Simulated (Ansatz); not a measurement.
The same ligand exchange along the group Mg, Zn, Cd.

Calculated with Ansatz (gas phase, PBE0-D4/def2-TZVP geometries, no zero-point term in ΔE). CCSD(T)/CBS adds triple-zeta CCSD(T) − MP2 to the extrapolated MP2 energy (def2 sets, frozen cores). This one scheme is used for every species. DFT in def2-TZVPP. def2 core potentials past Kr. For Br, Cd, Mg, Zn outer-core shells are correlated without core-valence functions, which leaves a few kJ/mol of doubt a bond. Scalar relativity is left out up to krypton. Each species was taken in one conformer, which may not be the lowest.

```csv
reaction,CCSD(T)/CBS(def2) (eV)
`[NH2][Mg][OH]` + HBr → `[NH2][Mg][Br]` + H₂O,-0.98
`[NH2][Zn][OH]` + HBr → `[NH2][Zn][Br]` + H₂O,-1.20
`[NH2][Cd][OH]` + HBr → `[NH2][Cd][Br]` + H₂O,?
```

Question: Fill in the missing values. (Estimate.)

Answer: Computed: `[NH2][Cd][OH]` + HBr → `[NH2][Cd][Br]` + H₂O: -1.48 eV.

Largest T1 diagnostic: 0.017, for `[NH2][Zn][OH]`.
